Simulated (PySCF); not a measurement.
## Electronic structure of Pd³⁶⁺ (palladium, charge +36) at the LDA level

Configuration: [Ne], closed-shell 1S. Computed with PySCF 2.14 in an even-tempered Gaussian basis (19 s from 14 bohr⁻², ratio 2.2; 12 p from 18 bohr⁻², ratio 2.2; 6 d from 79 bohr⁻², ratio 2.4; 5 f from 120 bohr⁻², ratio 2.4; 4 g from 180 bohr⁻², ratio 2.4), with scalar relativity by spin-free X2C-1e.

```
Total energy                : -3935.11 hartree
One-electron energy         : -4324.45 hartree
Hartree (Coulomb) energy    : 462.79 hartree
Exchange-correlation energy : -73.45 hartree
⟨S²⟩                        : 0.0000
⟨L²⟩                        : 0.000
Sum of ⟨r⟩                  : 1.039 bohr
Sum of ⟨r²⟩                 : 0.1466 bohr²
```

```json
{"shell": "1s", "electrons": "2", "mean orbital energy (eV)": "-26286.4", "rms radius, mean of both spins (bohr)": "0.0365"}
{"shell": "2s", "electrons": "2", "mean orbital energy (eV)": "-5571.6", "rms radius, mean of both spins (bohr)": "0.147"}
{"shell": "2p", "electrons": "6", "mean orbital energy (eV)": "-5237.9", "rms radius, mean of both spins (bohr)": "0.130"}
```

Densities and radii are taken from the X2C orbitals without a picture-change correction, which distorts them close to the nucleus.
